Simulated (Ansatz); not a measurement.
`C/C(F)=C(\F)C(F)(F)F` → `F/C=C(\F)C(F)(F)F` + `[CH2]` (triplet) at 700 K and 1 bar (formal loss of a carbene).

Isolated molecules relaxed with PBE0-D4/def2-TZVP in Ansatz; ΔE leaves out vibrations. CBS: MP2 limit from def2 TZ/QZ plus the TZ coupled-cluster correction, frozen cores. This one scheme is used for every species. Double bonds are as drawn, so ΔE can hold a change between cis and trans. Triplets are unrestricted, without spin–orbit coupling.

```
               species  CCSD(T)/CBS energy (Eh)  H − E (kJ/mol)  S (J/(mol·K))
`C/C(F)=C(\F)C(F)(F)F`               -652.93707           280.2          535.7
   `F/C=C(\F)C(F)(F)F`               -613.66934           189.7          472.6
     `[CH2]` (triplet)                -39.09499            70.4          226.8
```

H − E and S are ideal-gas, rigid-rotor, harmonic terms from PBE0-D4/def2-TZVP, with the whole ground term of open shells counted as degenerate. 1 Eh = 2625.50 kJ/mol, R = 8.31446 J/(mol·K).

Q: By hand: ΔE, ΔH, ΔS and ΔG.

A: ΔE = (-613.66934) + (-39.09499) − (-652.93707) = 0.17274 Eh = 453.5 kJ/mol. Δ(H − E) = 189.7 + 70.4 − 280.2 = -20.1, so ΔH = 433.4 kJ/mol. ΔS = 472.6 + 226.8 − 535.7 = 163.7 J/(mol·K). ΔG = 433.4 − 700 × (163.7)/1000 = 318.8 kJ/mol.

Q: By hand: the equilibrium constant, and the temperature at which ΔG would vanish if ΔH and ΔS stayed fixed.

A: log₁₀ K = −ΔG/(RT ln 10) = -23.8. ΔG = 0 at ΔH/ΔS = 2648 K, far beyond where these terms or the molecules hold.

The number of gas molecules changes by +1, which sets the sign of ΔS. A doubt of 5 kJ/mol in ΔE shifts log₁₀ K by 0.4 here. Modes under 60 cm⁻¹, often nearly free rotors, make the harmonic entropy too high. A triplet takes part, so the spin changes. These are equilibria of isolated gas molecules and say nothing of rates. Largest T1 diagnostic: 0.013 (customary marks: 0.02 for closed shells, 0.045 for open ones).
